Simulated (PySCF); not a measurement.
C2H6N, SMILES C[NH+]=C, charge +1.

Geometry: PBE-D3(BJ)/def2-TZVP. The isomer is the one that the SMILES or the coordinates give; other isomers of the formula were not compared.

These are M06-2X/def2-TZVPD (PySCF) values and carry that method's errors.

Symmetry labels are those of the subgroup Cs that the program uses (full group Cs).

Computed valence orbital energies around the gap with their symmetry:
```csv
orbital,symmetry,energy (eV)
HOMO−7,A',-29.04
HOMO−6,A',-26.37
HOMO−5,A',-23.39
HOMO−4,A',-21.81
HOMO−3,A",-20.54
HOMO−2,A',-19.22
HOMO−1,A',-18.64
HOMO,A",-17.27
LUMO,A",-6.74
LUMO+1,A',-4.27
LUMO+2,A',-3.39
LUMO+3,A',-3.03
```
